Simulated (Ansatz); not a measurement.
`C[O][SnH]([SH])[O]C` + H₂ → `C[O][SnH2][SH]` + CH₃OH  (hydrogenolysis of the Sn–O bond)

Computed with Ansatz on PBE0-D4/def2-TZVP structures; ΔE is electronic, products minus reactants. CCSD(T)/CBS is the MP2 limit (def2-TZVPP, def2-QZVPP) plus CCSD(T) − MP2 in def2-TZVPP, frozen cores. This one scheme is used for every species. Functionals use def2-TZVPP. B3LYP here is the variant with VWN-RPA as its local correlation; programs differ in this. Elements past krypton have def2 core potentials. For Sn outer-core shells are correlated without core-valence functions, which leaves a few kJ/mol of doubt a bond. Each species was taken in one conformer, which may not be the lowest.

Question: Is it downhill or uphill in electronic energy at CCSD(T)/CBS, and by how much? (An estimate is asked.)

Answer: The calculation gave: Uphill: ΔE = +5.0 kcal/mol.

Question: What do these levels give: B3LYP-D4, ωB97X-V, ωB97M-V, B2PLYP, PBE, HF/def2-TZVPP, MP2/def2-TZVPP, SCS-MP2/def2-TZVPP, CCSD(T)/def2-TZVPP, MP2/def2-QZVPP, HF/CBS(def2), MP2/CBS(def2)? (Best estimate.)

Answer: Computed: B3LYP-D4 3.9, ωB97X-V 3.2, ωB97M-V 2.9, B2PLYP 2.9, PBE 1.6, HF/def2-TZVPP -2.7, MP2/def2-TZVPP 5.4, SCS-MP2/def2-TZVPP 4.2, CCSD(T)/def2-TZVPP 3.4, MP2/def2-QZVPP 6.4, HF/CBS(def2) -2.5, MP2/CBS(def2) 7.0 kcal/mol.

Largest T1 diagnostic among the species: 0.014.

From PBE to PBE0 (25 % exact exchange), in def2-TZVPP and without D4, ΔE moves by −1.9 kcal/mol. The D4 term adds +3.3 kcal/mol with B3LYP and +1.9 kcal/mol with PBE0; it sums over pairs of atoms, weighted by their polarisabilities, and B3LYP, whose exchange is more repulsive, gets the larger term.
